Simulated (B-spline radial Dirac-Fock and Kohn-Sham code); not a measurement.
Kohn-Sham estimates against Dirac-Fock for the levels of Zn⁶⁺

System: Zn⁶⁺ in the configuration [Ar] 3d6.

The density-functional columns are spherical, spin-unpolarised Dirac-Kohn-Sham results without Breit or QED terms: −ε is minus the orbital energy of the initial state and ΔSCF the difference of two total energies. The reference in the last column comes from Dirac-Fock (average of configuration) total-energy differences with a finite nucleus, the Breit interaction including its frequency dependence, and self-energy and vacuum-polarisation corrections. All numbers are from a B-spline atomic structure program, in eV; a selection of levels is shown. The Kohn-Sham columns are given as differences from the reference. For the 1s level of heavy atoms much of the gap between ΔSCF and the reference is the Breit and QED part, -18.2 eV here; for other levels the error of the functional can be larger.

```csv
level,PBE −ε − DF,PBE ΔSCF − DF,LDA −ε − DF,LDA ΔSCF − DF,Dirac-Fock
K,-154.5,+35.6,-173.0,+16.6,9804.2
L1,-59.5,-24.0,-61.6,-26.0,1346.4
L2,-43.3,-1.1,-43.8,-1.6,1191.8
L3,-43.7,-2.4,-44.3,-2.9,1168.4
M1,-25.8,-10.8,-26.5,-11.5,274.5
M2,-18.4,-3.5,-18.5,-3.7,222.5
M3,-18.4,-3.7,-18.5,-3.8,219.1
"M4,5",-12.6,+1.8,-12.3,+2.1,138.3
```

Values without a named source are computed, but for edge energies of neutral atoms, which are taken from tables.
